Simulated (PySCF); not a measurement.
Compound: C5H3ClOS.
Numbering: `[O:1]=[C:2]([Cl:3])[c:4]1[cH:5][cH:6][s:7][cH:8]1` (hydrogens: H9 on C5; H10 on C6; H11 on C8)

Method used: PBE0-D3(BJ)/def2-SVP geometry optimisation, gas phase (PySCF).

Task: Give the optimised bond lengths and angles.

Result: 
```csv
bond,length (pm)
O1=C2,118.7
C2–Cl3,179.1
C2–C4,146.7
C4–C5,143.1
C5–C6,136.4
C6–S7,172.4
S7–C8,170.3
C4–C8,137.9
C5–H9,109.0
C6–H10,108.9
C8–H11,108.9
```

A selection of angles:
```csv
angle,degrees
O1–C2–Cl3,120.2
O1–C2–C4,125.7
Cl3–C2–C4,114.0
C2–C4–C5,121.2
C2–C4–C8,126.3
C5–C4–C8,112.5
C4–C5–C6,112.1
C4–C5–H9,123.1
C6–C5–H9,124.9
C5–C6–S7,111.7
C5–C6–H10,128.3
S7–C6–H10,120.1
C6–S7–C8,92.3
S7–C8–H11,121.5
C4–C8–S7,111.4
C4–C8–H11,127.1
```

Torsions: O1–C2–C4–C5 0° (synperiplanar).

The 4 C–C bonds span 1.364 Å (C5–C6, aromatic) to 1.467 Å (C2–C4, drawn single), a spread of 0.103 Å. S7 (thiophene-type sulfur) is bent (angle 92.3°). The 2 C–S bonds span 1.703 Å (S7–C8, aromatic) to 1.724 Å (C6–S7, aromatic), a spread of 0.021 Å. Of the pairs four or more bonds apart, Cl3···H11 is among the closest relative to their van der Waals radii: 2.75 Å, 93 % of the sum of Bondi's values. The 8 heavy atoms lie in one plane (0.002 Å rms). The 5-membered ring C4–C5–C6–S7–C8 has internal angles of 92.3° to 112.5° (sum 540°, against 540° for a flat polygon); it is planar, 0.00 Å rms from its mean plane, widest ring torsion 0°.

Point group: Cs (tolerance 0.08 Å). Whether it is a minimum is left open (no frequencies). The numbers are those of one conformer.

The run took 69 s wall on one thread of an Arm Neoverse V2, on a shared host, and the process peaked at 0.53 GiB of memory. That covers the optimisation of the geometry.
